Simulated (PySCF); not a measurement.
# Electronic structure of Sb²⁺ (antimony, charge +2) at the UHF level

Configuration: [Kr] 4d10 5s2 5p1, 2P determinant. Calculation: PySCF 2.14, in def2-SVP with the def2 core potential (28 electrons) (4s4p2d, 26 functions); scalar relativity through the core potential.

```
Total energy                                                  : -238.369662 hartree
One-electron energy                                           : -404.4245 hartree
Hartree (Coulomb) energy                                      : 184.0040 hartree
Exchange energy                                               : -17.9492 hartree
⟨S²⟩                                                          : 0.7584
⟨L²⟩                                                          : 2.025
Sum of ⟨r⟩                                                    : 23.92 bohr
Sum of ⟨r²⟩                                                   : 36.20 bohr²
Traceless quadrupole moment −½Σ⟨3z² − r²⟩ along its main axis : -2.98 e·bohr²
Time after the integrals                                      : 0.12 s of wall time on 1 thread of Neoverse-N1 (shared host)
```

```csv
shell,electrons,mean orbital energy (hartree),spread (hartree),"rms radius, mean of both spins (bohr)"
4s α,1,-7.20820,0,0.849
4s β,1,-7.20109,0,0.849
4p α,3,-5.27394,0.00630,0.917
4p β,3,-5.26688,0.02493,0.917
4d α,5,-2.30020,0.01657,1.10
4d β,5,-2.29386,0.02768,1.10
5s α,1,-1.25188,0,2.27
5s β,1,-1.16494,0,2.27
5p α,1,-0.89596,0,2.70
```

Energies and moments cover only the electrons outside the core potential.
